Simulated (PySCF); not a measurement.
Relaxation of quartet ReSCl2

These are results of PySCF, UPBE0, basis Re def2-SVP with ECP60, S def2-SVP, Cl def2-SVP (scalar-relativistic core potentials, no spin–orbit coupling, density fitting), not measurements. A (50,194) grid was used.

A start displaced from a saddle point along its imaginary mode, of Cs symmetry, held to at least that symmetry:

Coordinates in bohr (charge 0 multiplicity 4):
```
Re   -0.2437   -0.0906   -0.1396
S    -3.7082    0.2268   -2.1239
Cl    0.7842    0.1386    4.0721
Cl    3.9092    0.1386   -1.3839
```

Optimiser trace:
```csv
step,E − E(last) (kJ/mol),largest gradient (Eh/bohr)
0,62.30,0.00865
1,53.69,0.01737
2,42.64,0.01055
3,28.93,0.01114
4,14.31,0.01641
5,3.18,0.00485
6,0.34,0.00388
7,0.03,0.00183
8,0.03,0.00131
9,0.00,0.00013
10,0.00,0.00010
```

It ends at C2v with Re–Cl 2.255 Å (×2), Re–S 2.107 Å; Cl–Re–Cl 132.8°, Cl–Re–S 113.6° (×2) (after a last refinement on a finer grid). The frequency run here used a shortcut that can spoil soft modes, so no verdict on minimum or saddle point is given. Other isomers or separated fragments may lie lower.

Final geometry:
Coordinates in bohr (charge 0 multiplicity 4):
```
Re    0.0238   -0.0013    0.0137
S    -3.4281    0.1874   -1.9635
Cl   -0.4377   -0.0822    4.2487
Cl    3.4433   -0.0822   -2.5272
```

Other spin states or occupations of the open shell can lie lower. With an element this heavy the missing spin–orbit coupling can shift these numbers.

The relaxation took about 4 core-minutes on a shared host.
